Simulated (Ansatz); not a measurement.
Geometry optimisation, UKS BHLYP/def2-SVP (Ansatz 0.2.0).

Input file:

```yaml
crystal:
  periodic: [false, false, false]
  atoms:
    - { symbol: Zn, position_ang: [0.019546, -0.070551, -0.259909] }
    - { symbol: Cl, position_ang: [0.004059, -0.014955, 1.941746] }
    - { symbol: O, position_ang: [0.012102, -0.043613, -2.02301] }
    - { symbol: H, position_ang: [0.237904, -0.85689, -2.465415] }
    - { symbol: Si, position_ang: [-0.004718, 0.017366, 5.277095] }
    - { symbol: H, position_ang: [-0.764886, -1.166986, 5.747756] }
    - { symbol: H, position_ang: [1.400827, -0.049442, 5.74831] }
    - { symbol: H, position_ang: [-0.650135, 1.267671, 5.748528] }
magnetization:
  spin_polarized: true
  initial_magnetization: 1
basis:
  gaussian: { orbitals: def2-SVP }
hamiltonian:
  xc: { name: BHLYP }
relax:
  f_tol: 0.03
  max_steps: 50
output:
  orbitals: {}
```

Launched with:

```bash
$ ansatz run input.yaml --threads 4 --pin off --max-ram 5120MiB --backend cpu --events-out ev --progress --plain --runs-dir out
```

Problem. Where does it end, and by what steps?

Solution. It converged. The force dipped under the threshold on the way, but the program's further checks kept it going. After 4 steps the energy has fallen by 0.100 eV; Cl2 moved furthest, 0.36 Å.

| step | energy less start (eV) | largest force component (eV/Å) | accepted |
| --- | --- | --- | --- |
| 0 | 0.0000 | 1.291 | yes |
| 1 | -0.0871 | 0.408 | yes |
| 2 | -0.0973 | 0.066 | yes |
| 3 | -0.0992 | 0.024 | yes |
| 4 | -0.0997 | 0.020 | yes |

```xyz
8
Properties=species:S:1:pos:R:3
Zn 0.028 -0.100 -0.525
Cl 0.009 -0.032 1.581
O 0.015 -0.053 -2.289
H 0.238 -0.856 -2.752
Si -0.009 0.032 5.578
H -0.770 -1.155 6.039
H 1.399 -0.036 6.040
H -0.655 1.283 6.043
```

The run took 24 s on 4 threads of Arm Neoverse N1, on a shared host, peak memory 0.33 GiB.
